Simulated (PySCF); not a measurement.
Can point charges reproduce the dipole moment of `[H]/N=C\C=C1\CC=C[SiH2]C1`?

Coordinates (GFN2-xTB, Å) and charges (e) from the PBE0/pcSseg-1 density (PySCF):

```
atom       x       y       z  Mulliken      IAO  Hirshfeld  ESP-fitted
  N1   3.728  -0.647  -0.435   -0.3603  -0.4430    -0.2454     -0.8146
  C2   2.548  -0.674   0.021   +0.0952  +0.0356    +0.0328     +0.4981
  C3   1.587   0.405   0.019   -0.0716  -0.2243    -0.0755     -0.4063
  C4   0.328   0.352   0.485   -0.3786  +0.0537    +0.0296     +0.1314
  C5  -0.573   1.547   0.364   -0.0538  -0.2733    -0.0672     -0.2091
  C6  -1.734   1.331  -0.569   -0.1660  -0.1054    -0.0237     +0.0774
  C7  -2.207   0.152  -0.958   -0.3886  -0.4539    -0.1547     -0.5317
 Si8  -1.496  -1.474  -0.350   +0.7256  +0.7701    +0.3442     +0.7076
  C9  -0.331  -0.851   1.038   -0.4034  -0.5395    -0.1554     -0.6104
 H10   3.996   0.251  -0.843   +0.1505  +0.2331    +0.1004     +0.3839
 H11   2.242  -1.622   0.454   +0.0932  +0.1348    +0.0434     +0.0459
 H12   1.948   1.337  -0.404   +0.0892  +0.1366    +0.0396     +0.1513
 H13  -0.980   1.803   1.350   +0.1508  +0.1557    +0.0502     +0.1129
 H14  -0.006   2.415   0.017   +0.1293  +0.1495    +0.0499     +0.1076
 H15  -2.192   2.251  -0.916   +0.1065  +0.1466    +0.0488     +0.0822
 H16  -3.049   0.141  -1.637   +0.1210  +0.1559    +0.0418     +0.1834
 H17  -2.532  -2.344   0.217   -0.0860  -0.1233    -0.0771     -0.1545
 H18  -0.726  -2.170  -1.385   -0.0637  -0.1186    -0.0741     -0.1319
 H19   0.377  -1.614   1.345   +0.1545  +0.1533    +0.0450     +0.1653
 H20  -0.932  -0.580   1.906   +0.1563  +0.1564    +0.0471     +0.2114
```

**Question.** Compute μ = Σ q r for each scheme (1 e·Å = 4.803 D) and compare with the dipole of the full density.

**Answer.** The full density gives (-3.05, 1.97, 0.52) D, 3.67 D in size; dipole vectors point from the negative to the positive end.

```json
{"scheme": "Mulliken", "μx": "-3.38", "μy": "-1.14", "μz": "0.54", "size (D)": "3.61", "share of the full size (%)": "98", "angle to the full dipole (°)": "51"}
{"scheme": "IAO", "μx": "-3.22", "μy": "0.51", "μz": "0.27", "size (D)": "3.28", "share of the full size (%)": "89", "angle to the full dipole (°)": "24"}
{"scheme": "Hirshfeld", "μx": "-2.26", "μy": "0.76", "μz": "0.42", "size (D)": "2.42", "share of the full size (%)": "66", "angle to the full dipole (°)": "14"}
{"scheme": "ESP-fitted", "μx": "-3.04", "μy": "1.95", "μz": "0.57", "size (D)": "3.66", "share of the full size (%)": "100", "angle to the full dipole (°)": "1"}
```

**Question.** Which set comes closest?

**Answer.** Length of the difference vector: ESP-fitted 0.06 D, Hirshfeld 1.45 D, IAO 1.49 D, Mulliken 3.12 D. Closest: ESP-fitted. 

**Question.** What is left for the Hirshfeld atoms' own dipoles?

**Answer.** The shares of the density sum to the whole, so what Σ q r misses lies in dipoles about the nuclei. The atomic dipoles sum to (-3.05, 1.97, 0.52) − (-2.26, 0.76, 0.42) = (-0.79, 1.21, 0.10) D, 1.45 D in size.

**Question.** With the origin at the mean of the coordinates, (0.000, 0.001, -0.014) Å, which are the largest single terms, by size, of the Hirshfeld dipole along the direction of the full one?

**Answer.** N1 +4.14, H10 -1.59, C7 -1.33, H15 +0.68, Si8 +0.67 D; all 20 atoms together +2.34 D. The single terms depend on the origin, their sum doesn't.

**Question.** Give the size of the full dipole in other units.

**Answer.** 3.67 D = 1.445 au = 0.765 e·Å = 12.25 × 10⁻³⁰ C·m.

Geometry: GFN2-xTB, one conformer, isolated molecule.
